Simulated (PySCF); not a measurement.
F2Ga, charge +1. Atoms are numbered in the order given.

```xyz
3

Ga     0.0000     0.0000     0.0000
F      0.0000     0.0000    -1.6703
F      0.0000     0.0000     1.6703
```
Charge +1, spin multiplicity 1.

Geometry optimised at B3LYP-D3(BJ)/def2-TZVP. The multiplicity is an assumed one; other spin states were not compared. The isomer is the one that the SMILES or the coordinates give; other isomers of the formula were not compared.

Computed with HF/def2-TZVPD (PySCF).

```json
{
 "total_energy": "-2121.95884 hartree",
 "point_group": "D∞h",
 "highest_occupied_level": "-24.44 eV",
 "lowest_empty_level": "-6.96 eV",
 "orbital_gap": "17.48 eV",
 "dipole_moment_about_the_centre_of_nuclear_charge": "0.00 D",
 "mean_static_polarisability": "14.4 bohr³ (2.13 Å³)",
 "polarisability_principal_values": "11.8, 11.8, 19.6 bohr³"
}
```
